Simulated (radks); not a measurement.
Values are calculated unless marked as measured or tabulated.
Valence configurations of neutral indium (all share [Kr]). Level of theory: Dirac Kohn-Sham, LDA (Slater exchange, Perdew-Wang correlation), spin-unpolarised, spherical densities, point nucleus; open shells fill j = l - 1/2 first (a radial shooting solver on a logarithmic mesh with Libxc functionals). Energies are relative to 4d10 5s2 5p1; eigenvalues in eV.

valence           E (eV)  e(4d3/2)  e(4d5/2)  e(5p1/2)  e(5p3/2)  e(5s1/2)
4d10 5s2 5p1       0.000   -19.063   -18.197    -2.829         -    -8.362
4d10 5s1 5p2       5.661   -20.527   -19.656    -3.484         -    -9.268
4d9 5s2 5p2       17.463   -24.460   -23.542    -3.980         -   -10.295
4d8 5s2 5p3       39.676   -30.033   -29.063    -5.161    -4.618   -12.205
4d7 5s2 5p4       66.366   -35.593   -34.571    -6.288    -5.630   -13.997
4d10 5p3          11.950   -22.060   -21.185    -4.158    -3.764         -
4d9.5 5s2 5p1.5    8.207   -21.774   -20.882    -3.420         -    -9.356
4d6 5s2 5p5       97.572   -41.164   -40.089    -7.383    -6.611   -15.707
4d9.5 5p3.5       21.188   -24.695   -23.794    -4.708    -4.259         -
4d10 5s0.5 5p2.5   8.768   -21.312   -20.439    -3.832    -3.458    -9.749

NIST lists [Kr] 4d10 5s2 5p1 as the ground configuration; this level of theory agrees among the configurations tried. The energies are those of spherical spin-averaged densities, not of single terms.
